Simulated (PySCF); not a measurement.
CsCl, SMILES [Cl][Cs].

Geometry optimised at B3LYP-D3(BJ)/def2-TZVPD. The def2 effective core potentials stand for the cores of Cs; spin–orbit coupling is left out.

Two levels are set side by side: TDA-PBE/def2-TZVPD (PySCF) and TDA-B3LYP/def2-TZVPD (PySCF). Vertical, same geometry. The lowest singlet is HOMO−1→LUMO 100 % with PBE and HOMO−1→LUMO 99 % with the other functional; states are paired by order. Differences are taken from unrounded values.

```tsv
quantity	TDA-PBE
lowest singlet excitation (eV)	3.12
lowest triplet excitation (TDA) (eV)	3.09
first bright state (f over 0.05) (eV)	3.33
its oscillator strength	0.06
```

Question: These are the TDA-PBE values. What does TDA-B3LYP give? (Estimate from the structure and the level; the computed values follow.)

Answer: 
| quantity | TDA-B3LYP | TDA-PBE minus TDA-B3LYP |
|---|---|---|
| lowest singlet excitation (eV) | 3.65 | -0.53 |
| lowest triplet excitation (TDA) (eV) | 3.63 | -0.54 |
| first bright state (f over 0.05) (eV) | 3.81 | -0.48 |
| its oscillator strength | 0.06 | 0.00 |

A lower first singlet is the usual sign of a functional without exact exchange. Differences between two approximate levels are no errors against the true value.

Rough cost on one machine, each run with all the roots and properties that it gave: TDA-B3LYP against TDA-PBE within a factor of 2.
